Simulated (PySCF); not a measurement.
Compound: C₅H₁₀B₂.
SMILES: `B[C@H](BCC)C#C`

A PySCF run (density fitting, gas phase, GFN2-xTB geometry) gave HOMO -6.18 eV, LUMO -3.23 eV, dipole 0.58 D.

Question: Which of these levels was it?
A. CAM-B3LYP/pcSseg-1
B. HF/pcSseg-1
C. KT2/pcSseg-1
D. PBE0/pcSseg-1

Answer: C. It is KT2/pcSseg-1. All candidates on this geometry:

| level and settings | kind | basis functions | SCF cycles | E (Eh) | HOMO (eV) | LUMO (eV) | dipole (D) |
| --- | --- | --- | --- | --- | --- | --- | --- |
| KT2/pcSseg-1, energy threshold 1e-08 Eh | GGA | 169 | 10 | -250.6159 | -6.18 | -3.23 | 0.58 |
| PBE0/pcSseg-1, fitting basis def2-qzvpp-jkfit | global hybrid | 169 | 10 | -245.7968 | -7.36 | -2.23 | 0.56 |
| CAM-B3LYP/pcSseg-1 | range-separated hybrid | 169 | 13 | -245.9672 | -8.69 | -1.10 | 0.54 |
| HF/pcSseg-1 | Hartree–Fock | 169 | 11 | -244.4003 | -9.98 | 1.40 | 0.55 |

The nearest other candidate, by the summed differences of HOMO and LUMO, is PBE0/pcSseg-1: its HOMO differs by -1.18 eV and its LUMO by +1.00 eV. Cycle counts include a coarse-grid stage where the run had one. KT2 was designed for NMR shieldings or shifts; total energies of different functionals aren't comparable.

Conformer computed: `[BH2:1][C@H:2]([BH:3][CH2:4][CH3:5])[C:6]#[CH:7]`: B1–C2–B3–C4 -108°, C2–B3–C4–C5 167°.
